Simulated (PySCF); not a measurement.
# Telling isomers of C$_{4}$H$_{5}$ClF$_{2}$ apart by NMR

Theory: structure optimised with GFN2-xTB, shieldings: GIAO PBE0/pcSseg-1, in PySCF 2.14.0 with density-fitted response routines (a single conformation, isolated molecule, one averaged value for each set of equivalent atoms, non-relativistic Hamiltonian).

Chemical shifts δ = σref − σ; TMS for 1H (σref 31.72) and 13C (σref 186.93), all at this level. Splittings of carbon signals by F and P are missing where no couplings were computed. Where no couplings were computed, multiplicities follow the n + 1 count of equivalent neighbours, and m marks all less simple cases (inequivalent or close neighbours, rings, F or P nearby). Shifts are as computed. Against solution values, carbons near 30 ppm lie about +3 ppm off and those near 130 ppm about +5 ppm; carbons on Cl a further +6 ppm (rms about the fit 2.1 ppm; single classes can miss by 10 ppm). Of 1328 compounds with measured shifts, 309 miss one by over three times the rms of a fit or turn the order of signals round; such compounds aren't used in these exercises. Signals without a measured value on file couldn't be tested in this way; 1H shifts scatter by 0.2 ppm about their fit, and single ones miss by 0.5 ppm. Carbons bonded to Cl come out too deshielded.

(1) Tabulate the signals of `FC/C=C(/Cl)CF`, `F[C@@H]1C[C@@H](F)C1Cl` and their relative energies.

(2) What is the quickest way to tell FC/C=C(/Cl)CF from F[C@@H]1C[C@@H](F)C1Cl?

Answers

(1) 
```json
{"SMILES": "FC/C=C(/Cl)CF", "carbon types": "1×C 1×CH 2×CH2", "δC": "138.7, 134.5, 87.8, 83.5", "δH": "6.45 (m, 1H), 5.71 (m, 2H), 5.23 (m, 2H)", "E rel. (kcal/mol)": "5.7"}
{"SMILES": "F[C@@H]1C[C@@H](F)C1Cl", "carbon types": "3×CH 1×CH2", "δC": "98.5, 86.5, 65.6, 37.3", "δH": "5.29 (m, 1H), 5.19 (m, 1H), 4.38 (m, 1H), 2.78 (m, 1H), 2.40 (m, 1H)", "E rel. (kcal/mol)": "0.0"}
```

Energies are electronic energies at PBE0/pcSseg-1 on these geometries, without zero-point or thermal terms, each for the one conformer computed, which needn't be the lowest.

(2) Both give the same number of carbon signals, but DEPT or the intensities differ. The first has a fully substituted alkene carbon (C) at 134.5 ppm, the second an sp3 CH bonded to Cl at 65.6 ppm. Their most deshielded carbons lie at 138.7 and 98.5 ppm. In the proton spectra the most deshielded non-exchanging signals are 6.45 (m, 1H) and 5.29 (m, 1H).
